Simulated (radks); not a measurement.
The numbers below are computed, except where a source is named.
Removal energies from the rhodium ion Rh8+, [Kr] 4d1, by Delta-SCF beside the eigenvalue of the level emptied. Code: a radial shooting solver on a logarithmic mesh with Libxc functionals. Model: scalar-relativistic Kohn-Sham, r2SCAN, spin-polarised, spherical densities, finite nucleus; meta-GGA in the generalised Kohn-Sham scheme; Fermi nuclear charge, rms radius of each element as measured or else 0.836 A^(1/3) + 0.57 fm. Open shells are filled with parallel spins first.

| removed from | final configuration | Delta-SCF (eV) | -eigenvalue (eV) |
|---|---|---|---|
| 4d | [Kr] | 134.56 | 125.31 |
| 4p | [Ar] 3d10 4s2 4p5 4d1 | 187.86 | 177.59 |
| 4s | [Ar] 3d10 4s1 4p6 4d1 | 223.90 | 213.13 |
| 3d | [Ar] 3d9 4s2 4p6 4d1 | 466.84 | 443.40 |
